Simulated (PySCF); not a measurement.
PySCF input file for BFGeH4O, SMILES [GeH3][B](F)O, HF/pcSseg-1. Geometry: r2SCAN-D4/def2-SVP. One conformer was computed; it need not be the lowest.

```python
import numpy as np
from pyscf import gto, scf, dft
from pyscf.prop.nmr import rhf as nmr

mol = gto.M(
    atom='''
    B    -0.00813545    1.04779366   -0.00000000
    F    -1.17557311    1.70834679    0.00000000
    Ge    0.01575194   -1.01978598    0.00000000
    H    -0.71684647   -1.57056865    1.23518738
    H    -0.71684647   -1.57056866   -1.23518738
    H     1.44548985   -1.57813875   -0.00000000
    O     1.14008668    1.75336485   -0.00000000
    H     0.98428265    2.71141929    0.00000000
    ''',
    basis='pcSseg-1',
    charge=0,
    spin=0,
    max_memory=1600,
    verbose=3,
)
mf = scf.RHF(mol)
mf.conv_tol = 1e-10
mf.max_cycle = 100
mf.kernel()
n = nmr.NMR(mf)
n.verbose = 2
n.max_cycle_cphf = 60
sigma = n.kernel()
print('atom   isotropic/ppm   span/ppm')
for i, s in enumerate(sigma):
    w = np.linalg.eigvalsh((s + s.T) / 2)
    print(f'{mol.atom_symbol(i):2s}{i + 1:3d} {w.mean():14.3f} {w[2] - w[0]:11.3f}')
```

Log of the run:

```
converged SCF energy = -2276.51583364204
atom   isotropic/ppm   span/ppm
B   1         79.794      52.592
F   2        265.375     285.079
Ge  3       1803.132      90.959
H   4         28.465      17.043
H   5         28.465      17.043
H   6         28.441      17.621
O   7        198.003     208.231
H   8         26.825      17.434
```

The calculation finished and met its thresholds.
